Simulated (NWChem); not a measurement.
Species: SiCl cation, singlet

```xyz
2

Si     0.0000     0.0000    -1.0823
Cl     0.0000     0.0000     0.8965
```
Atoms are numbered in this order, from 1.

Program: NWChem. Low-valent species are run as closed-shell singlets; no triplet was tried in these runs. Geometry: optimised at B3LYP/6-31G* (spherical d). GIAO values for the isolated, static molecule; σ is the absolute isotropic shielding.

Question: Taking B3LYP/pcSseg-2 as the yardstick, which of these has the fewest basis functions while keeping “σ Si1 (ppm)” within 2 ppm of it: B3LYP/pcSseg-1; B3LYP/cc-pVDZ; B3LYP/cc-pVTZ?

Answer: none of them.
| level | basis functions | σ Si1 (ppm) | relative time (rough) |
|---|---|---|---|
| B3LYP/cc-pVDZ | 36 | 222.7 | 3 |
| B3LYP/pcSseg-1 | 48 | 142.6 | 1 |
| B3LYP/cc-pVTZ | 68 | 164.8 | 9 |
| B3LYP/pcSseg-2 | 86 | 138.7 | 3 |

The yardstick is one finite set, not the basis-set limit.
